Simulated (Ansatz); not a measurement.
Ansatz (a quantum-chemistry and plane-wave program) input (PBE0/def2-TZVP):

Ansatz 0.2 input:
```yaml
crystal:
  periodic: [false, false, false]
  atoms:
    - {symbol: W, position_ang: [0.01404256, -0.08958349, 0.02706926]}
    - {symbol: O, position_ang: [1.29423543, -0.13081883, -1.40575880]}
    - {symbol: H, position_ang: [1.31124014, 0.54820415, -2.09379958]}
    - {symbol: O, position_ang: [0.21989891, 0.66382997, 1.77405473]}
    - {symbol: H, position_ang: [-0.10194552, 1.57041196, 1.88629525]}
    - {symbol: O, position_ang: [-0.51830099, 1.72224571, -0.48476833]}
    - {symbol: H, position_ang: [-0.56133364, 1.92726038, -1.42553942]}
    - {symbol: O, position_ang: [-0.96927563, -1.69255778, 0.06970923]}
    - {symbol: H, position_ang: [-1.89957174, -1.91829053, 0.00402334]}
basis:
  gaussian:
    orbitals: def2-TZVP
hamiltonian:
  xc: {name: PBE0}
magnetization: {spin_polarized: true, initial_magnetization: 2}
```

Output:

```
Functional definition: PBE0
integrals: 0.10 GiB planned
1180 factors; their error is unknown
mean field: 1.21 GiB planned
mean field evaluation 1: about -10059.6022 eV, gradient 7.4e1 eV
mean field evaluation 2: about -9974.0391 eV, gradient 1.7e2 eV
mean field evaluation 4: about -10076.5269 eV, gradient 9.4e0 eV
mean field evaluation 8: about -10076.8756 eV, gradient 2.5e-1 eV
mean field evaluation 16: about -10076.9050 eV, gradient 1.3e-3 eV
mean field -10076.90495913 eV, -370.3194268765 hartree, gradient 3.0e-5 eV, S^2 2.007870; 0 other end points of the search recorded, 0 dependent functions left out
reference -10076.90499535 eV, -370.3194282075 hartree; 26, 24 occupied and 162, 164 virtual orbitals, 1180 factors
Total energy: -10076.90499535 eV, -370.3194282075 hartree
```

The spin state was set by rule; other spins were not relaxed.
